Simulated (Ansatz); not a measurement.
`F[CH2][AlH][F]` + CH₃OH → `C[O][AlH][F]` + fluoromethane at 600 K and 1 bar (ligand exchange at the Al–C bond).

Calculated with Ansatz (gas phase, PBE0-D4/def2-TZVP geometries, no zero-point term in ΔE). CCSD(T)/CBS adds triple-zeta CCSD(T) − MP2 to the extrapolated MP2 energy (def2 sets, frozen cores). This one scheme is used for every species. Each species was taken in one conformer, which may not be the lowest.

| species | CCSD(T)/CBS energy (Eh) | H − E (kJ/mol) | S (J/(mol·K)) |
| --- | --- | --- | --- |
| `F[CH2][AlH][F]` | -481.50843 | 146.5 | 384.3 |
| CH₃OH | -115.61712 | 163.6 | 277.3 |
| `C[O][AlH][F]` | -457.55503 | 184.3 | 393.8 |
| `CF` | -139.63461 | 127.6 | 254.6 |

H − E and S are ideal-gas, rigid-rotor, harmonic terms from PBE0-D4/def2-TZVP, for one conformer and one mirror image of each species. 1 Eh = 2625.50 kJ/mol, R = 8.31446 J/(mol·K).

**Question.** By hand: ΔE, ΔH, ΔS and ΔG.

**Answer.** ΔE = (-457.55503) + (-139.63461) − (-481.50843) − (-115.61712) = -0.06409 Eh = -168.3 kJ/mol. Δ(H − E) = 184.3 + 127.6 − 146.5 − 163.6 = 1.8, so ΔH = -166.5 kJ/mol. ΔS = 393.8 + 254.6 − 384.3 − 277.3 = -13.2 J/(mol·K). ΔG = -166.5 − 600 × (-13.2)/1000 = -158.6 kJ/mol.

**Question.** By hand: the equilibrium constant, and the temperature at which ΔG would vanish if ΔH and ΔS stayed fixed.

**Answer.** log₁₀ K = −ΔG/(RT ln 10) = 13.8. ΔG = 0 at ΔH/ΔS = 12614 K, far beyond where these terms or the molecules hold.

The number of gas molecules stays the same, so ΔS is small and ΔH decides. A doubt of 5 kJ/mol in ΔE shifts log₁₀ K by 0.4 here. Other conformers and mirror images would add mixing entropy, several J/(mol·K) or more a flexible species. These are equilibria of isolated gas molecules and say nothing of rates. Largest T1 diagnostic: 0.013 (customary marks: 0.02 for closed shells, 0.045 for open ones).
